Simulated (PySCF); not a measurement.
pyridine-3-carbonitrile (C₆H₄N₂), SMILES N#Cc1cccnc1. The structure is a stationary point at PBE0-D3(BJ)/def2-SVP.

Task: Give the equilibrium geometry at PBE0-D3(BJ)/def2-SVP (PySCF confirms it by a frequency run) as a Z-matrix, and its point group. (The exact figures need the calculation; the answer reports its results.)

Result: point group Cs.
```
C
C 1 1.4011
C 2 1.3884 1 118.29
H 3 1.0915 2 120.98 1 180.00
H 2 1.0918 3 121.49 4 0.00
C 3 1.3957 4 120.46 2 180.00
N 6 1.3308 3 123.51 4 180.00
C 7 1.3244 6 118.22 3 0.00
H 8 1.0954 7 117.33 6 180.00
H 6 1.0959 7 116.36 8 180.00
C 1 1.4303 2 121.21 5 0.00
N 11 1.1593 8 150.26 9 0.00
```
